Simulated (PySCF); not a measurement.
These 4 structures share the formula C2H8BN. The calculation used PySCF 2.14.0, PBE0-D3(BJ)/def2-SVP geometry optimisation, gas phase. Energies are electronic, without zero-point or thermal terms, for one conformer each. No frequencies were run at this level. Point groups hold within 0.08 Å.

Question: Order them by energy at this level, lowest first, and give relative energies in kJ/mol.
A. `[CH2:1]=[CH:2][BH2-:3][NH3+:4]` with C1–C2–B3–N4 -112°
B. `[BH2:1][NH:2][CH2:3][CH3:4]` with B1–N2–C3–C4 118°
C. aminodimethylborane (`CB(C)N`)
D. `[CH3:1][CH2:2][BH:3][NH2:4]` with C1–C2–B3–N4 127°

Answer: C (0.0), D (54.1), B (104.9), A (222.6).

```tsv
SMILES	E (Eh)	E rel (kJ/mol)	dipole (D)	point group	A, B, C (MHz)
CB(C)N	-160.38515	0.0	1.44	–	8213, 7361, 4077
CCBN	-160.36455	54.1	1.86	C1	22858, 3696, 3586
BNCC	-160.34521	104.9	2.25	C1	22268, 4214, 4137
C=C[BH2-][NH3+]	-160.30038	222.6	5.59	C1	19057, 3847, 3725
```

Question: How do the relative energies change in single points at PBE0/pcSseg-1 (no added dispersion term) on the same geometries?

Answer: 
```tsv
SMILES	PBE0-D3(BJ)/def2-SVP (kJ/mol)	PBE0/pcSseg-1 (kJ/mol)	shift
CB(C)N	0.0	0.0	0.0
CCBN	54.1	54.1	0.0
BNCC	104.9	106.1	+1.2
C=C[BH2-][NH3+]	222.6	222.8	+0.2
```

Each column counts from its own lowest isomer. The order is unchanged; the largest shift is 1.2 kJ/mol.
